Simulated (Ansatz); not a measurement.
Potential energy curve for BF, singlet.

Computed with restricted PBE/cc-pVTZ (Ansatz, a quantum-chemistry and plane-wave program).

The batch members p0 to p7 hold the bond at 0.94, 1.00, 1.07, 1.14, 1.20, 1.22, 1.26, 1.29 Å.

Ansatz input:

Ansatz 0.2 input:
```yaml
# input.yaml
basis:
  gaussian: { orbitals: cc-pvtz }
hamiltonian:
  xc: pbe
batch:
  members: [p0.yaml, p1.yaml, p2.yaml, p3.yaml, p4.yaml, p5.yaml, p6.yaml, p7.yaml]

# p4.yaml, one of the 8 members of this batch
crystal:
  periodic: [false, false, false]
  atoms:
    - { symbol: B, position_ang: [0.0, 0.0, 0.0] }
    - { symbol: F, position_ang: [0.0, 0.0, 1.2] }
total_charge: 0
magnetization:
  spin_polarized: false
```

Lines of the output on each member:

```
Member 0: Total energy: -3383.32906198 eV, -124.3350497248 hartree
Member 1: Total energy: -3386.09720119 eV, -124.4367769647 hartree
Member 2: Total energy: -3388.06448167 eV, -124.5090731888 hartree
Member 3: Total energy: -3389.13038928 eV, -124.5482445709 hartree
Member 4: Total energy: -3389.57348959 eV, -124.5645282071 hartree
Member 5: Total energy: -3389.65179998 eV, -124.5674060608 hartree
Member 6: Total energy: -3389.72872612 eV, -124.5702330442 hartree
Member 7: Total energy: -3389.72945233 eV, -124.5702597321 hartree
```

The restricted form behind RKS-PBE keeps the bonding electrons paired and can't separate into open-shell fragments.
